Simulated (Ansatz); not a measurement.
AlMe2(acac) (C7H13AlO2), relaxed as a singlet with RKS PBE-D4/def2-SVP in Ansatz, starting from the GFN2-xTB geometry. Force threshold 0.03 eV/Å.

Start:

```xyz
23

Al   -0.886    1.213   -0.141
C    -0.181    2.897    0.674
H     0.742    2.784    1.252
H    -0.912    3.351    1.348
H     0.026    3.656   -0.086
C    -2.619    0.978   -1.107
H    -2.751    0.011   -1.604
H    -2.748    1.740   -1.880
H    -3.474    1.095   -0.435
O    -0.713   -0.143    1.083
C     0.068   -1.144    1.137
C    -0.068   -2.054    2.326
C     1.020   -1.416    0.157
C     1.167   -0.585   -0.952
C     2.205   -0.896   -1.994
O     0.454    0.451   -1.136
H     0.640   -2.875    2.290
H     0.086   -1.477    3.237
H    -1.083   -2.447    2.361
H     1.652   -2.281    0.258
H     2.734   -1.818   -1.775
H     2.914   -0.072   -2.045
H     1.725   -0.969   -2.968
```

```tsv
step	energy (eV)	largest force component (eV/Å)	SCF passes
1	-18137.0888	1.086	21
2	-18137.2798	0.578	22
3	-18137.3113	0.203	22
4	-18137.3151	0.070	22
5	-18137.3155	0.049	22
6	-18137.3157	0.014	23
```

Force components are those of the run's own axes.

End:

```xyz
23

Al   -0.877    1.208   -0.137
C    -0.243    2.898    0.645
H     0.722    2.782    1.183
H    -0.973    3.317    1.371
H    -0.090    3.676   -0.134
C    -2.594    1.035   -1.081
H    -2.741    0.022   -1.513
H    -2.682    1.763   -1.916
H    -3.453    1.227   -0.402
O    -0.751   -0.156    1.157
C     0.059   -1.158    1.165
C    -0.069   -2.086    2.343
C     1.016   -1.407    0.156
C     1.188   -0.581   -0.977
C     2.232   -0.910   -2.010
O     0.495    0.480   -1.205
H     0.646   -2.928    2.308
H     0.083   -1.510    3.279
H    -1.105   -2.481    2.384
H     1.659   -2.290    0.258
H     2.780   -1.843   -1.788
H     2.951   -0.068   -2.081
H     1.747   -0.991   -3.005
```

By distances, no bond broke or formed. The bond that changes most is Al1–O10, from 1.83 to 1.88 Å (atoms count from 1).

No frequencies were taken in this run, so the end may be a saddle point.

Run time 23 s (2 threads of AMD EPYC 7R13 on a shared host and a share (18 GiB) of an NVIDIA H100 80GB HBM3), peak host memory 0.86 GiB.
